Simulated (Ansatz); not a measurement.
Computed with Ansatz on PBE0-D4/def2-TZVP structures; ΔE is electronic, products minus reactants. CCSD(T)/CBS is the MP2 limit (def2-TZVPP, def2-QZVPP) plus CCSD(T) − MP2 in def2-TZVPP, frozen cores. This one scheme is used for every species. DFT in def2-TZVPP. HSE06 is defined as in plane-wave codes. For Se outer-core shells are correlated without core-valence functions, which leaves a few kJ/mol of doubt a bond. Scalar relativity is left out up to krypton. Each species was taken in one conformer, which may not be the lowest.

Reaction (substitution at a C–S bond): `CS[Si]Cl` + `Cl[SiH2][SeH]` → `C[Se][SiH2]Cl` + `S[Si]Cl`

`CS[Si]Cl`:

Z-matrix (Å, degrees):
```
C
S 1 1.809
H 1 1.089 2 108.2
H 1 1.089 2 108.3 3 118.6
H 1 1.088 2 110.7 3 -120.7
Si 2 2.122 1 113.1 3 121.2
Cl 6 2.097 2 103.6 1 -0.0
```

`Cl[SiH2][SeH]`:

Cartesian coordinates in Å:
```
Cl -0.072 1.987 1.250
Si 0.112 0.476 -0.120
Se -0.501 -1.425 0.959
H -0.781 0.768 -1.265
H 1.521 0.423 -0.572
H -0.279 -2.229 -0.253
```

`C[Se][SiH2]Cl`:

Z-matrix (Å, degrees):
```
C
Se 1 1.958
H 1 1.088 2 106.2
H 1 1.088 2 110.2 3 -118.8
H 1 1.088 2 109.9 3 118.7
Si 2 2.249 1 96.6 3 179.4
Cl 6 2.061 2 112.4 1 64.2
H 6 1.480 2 107.0 1 -176.4
H 6 1.482 2 111.0 1 -53.9
```

`S[Si]Cl`:

Cartesian coordinates in Å:
```
S 1.126 0.067 -0.086
Si -0.946 -0.390 0.152
Cl -1.685 1.516 -0.262
H 1.505 -1.193 0.195
```

| level | ΔE (kJ/mol) |
| --- | --- |
| ωB97M-V | -16.6 |
| HSE06 | -14.1 |
| BHLYP | -15.2 |
| LC-ωPBE | -15.1 |
| CCSD(T)/def2-SVP | -11.8 |
| HF/def2-TZVPP | -17.7 |
| CCSD(T)/def2-TZVPP | -18.3 |
| MP2/def2-QZVPP | -18.2 |

Question: What does CCSD(T)/CBS give? (Best estimate.)

Answer: Computed: -16.3 kJ/mol. The listed levels differ from it by -0.3, 2.2, 1.1, 1.2, 4.5, -1.4, -2.0, -1.9 kJ/mol.

Largest T1 diagnostic among the species: 0.014.

Leaving LDA and LC-ωPBE aside and taking each functional with its dispersion term where it has one, the values, not all of them listed here, spread over 3.4 kJ/mol, from ωB97M-V to PBE-D4. LDA lies +4.5 kJ/mol from PBE without D4. At CCSD(T), def2-SVP lies +4.5 kJ/mol from the extrapolated value and def2-TZVPP −2.0 kJ/mol.
